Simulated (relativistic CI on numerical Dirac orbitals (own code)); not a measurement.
## Crystal-field levels of Sm2+, 4f6

Calculated by Dirac-Coulomb-Breit CI, KLI orbitals optimised for each configuration, model QED, valence Slater integrals scaled by 0.8, one configuration in a parametric crystal field (own radial code).

Field parameters in Wybourne normalisation. The field is a parameter set, without covalency.

S and J are read from ⟨S²⟩ = S(S + 1) and ⟨J²⟩ = J(J + 1) of each level; they are not fictitious spins.

C2v, B20 = -40, B22 = 150, B40 = 480, B42 = -50, B44 = 210, B60 = 10, B62 = 150, B64 = 120, B66 = -130 cm⁻¹, the lowest 16 levels:

| E (cm⁻¹) | Degeneracy | S | J |
| --- | --- | --- | --- |
| 0.0 | 1 | 2.94 | 0.05 |
| 271 | 1 | 2.95 | 1.02 |
| 296 | 1 | 2.95 | 1.02 |
| 347 | 1 | 2.95 | 1.01 |
| 782 | 1 | 2.97 | 2.01 |
| 824 | 1 | 2.97 | 2.00 |
| 835 | 1 | 2.97 | 2.02 |
| 862 | 1 | 2.97 | 2.01 |
| 892 | 1 | 2.97 | 2.01 |
| 1502 | 1 | 2.98 | 3.00 |
| 1516 | 1 | 2.98 | 3.01 |
| 1525 | 1 | 2.98 | 3.01 |
| 1531 | 1 | 2.98 | 3.00 |
| 1545 | 1 | 2.98 | 3.00 |
| 1549 | 1 | 2.98 | 3.01 |
| 1553 | 1 | 2.98 | 3.00 |

C2v, B20 = -40, B22 = 80, B40 = -170, B42 = 200, B44 = 400, B60 = -230, B62 = -150, B64 = 70, B66 = 130 cm⁻¹, the lowest 10 levels:

```
E (cm⁻¹)  Degeneracy     S     J
     0.0           1  2.94  0.04
     286           1  2.95  1.02
     296           1  2.95  1.01
     327           1  2.95  1.02
     780           1  2.97  2.01
     816           1  2.97  2.01
     827           1  2.97  2.02
     863           1  2.97  2.01
     897           1  2.97  2.01
    1509           1  2.98  3.01
```

The next free-ion level lies 304 cm⁻¹ above the lowest; the ground level cannot split, and the field only mixes in higher J.

Levels of this model without a field, named by their leading LS term (the scale mimics covalency, so terms lie below those of the real free ion): ⁷F0 0, ⁷F1 304, ⁷F2 838, ⁷F3 1527, ⁷F4 2315, ⁷F5 3164, ⁷F6 4043, ⁵D0 13404 cm⁻¹.
